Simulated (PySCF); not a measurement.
5,5-difluorocyclopenta-1,3-diene (C5H4F2), SMILES C1C(C=CC=1)(F)F. Heavy atoms are numbered as in [F:1][C:2]1([F:3])[CH:4]=[CH:5][CH:6]=[CH:7]1. Hydrogens are named by the atom that carries them.

The structure is a stationary point at PBE0-D3(BJ)/def2-SVP. Other conformers were not sampled.

These are r2SCAN/def2-TZVP in PySCF values and carry that method's errors.

ESP charges are fitted to the potential on shells at 1.4 to 2.0 van der Waals radii. Atomic charges (e), one atom of each kind:

| atom | Löwdin | ESP fit |
|---|---|---|
| F1 | (withheld) | -0.25 |
| C2 | (withheld) | 0.76 |
| C4 (CH) | -0.11 | -0.41 |
| C5 (CH) | -0.12 | -0.06 |
| H on C4 | (withheld) | 0.20 |
| H on C5 | 0.14 | 0.14 |

Problem. Complete the blanks. (An estimate is asked for; the answer gives what the named calculation found.)

Solution. 
- F1, Löwdin: 0.18
- C2, Löwdin: -0.48
- H on C4, Löwdin: 0.14

Computed Mayer and Wiberg (Löwdin basis) orders of the bonds:
```json
[
 {"bond": "F1–C2", "Mayer": "1.06", "Wiberg": "1.69"},
 {"bond": "C2–F3", "Mayer": "1.06", "Wiberg": "1.69"},
 {"bond": "C2–C4", "Mayer": "0.93", "Wiberg": "1.09"},
 {"bond": "C4–C5", "Mayer": "1.92", "Wiberg": "1.97"},
 {"bond": "C5–C6", "Mayer": "0.96", "Wiberg": "1.20"},
 {"bond": "C2–C7", "Mayer": "0.93", "Wiberg": "1.09"},
 {"bond": "C6–C7", "Mayer": "1.92", "Wiberg": "1.97"}
]
```
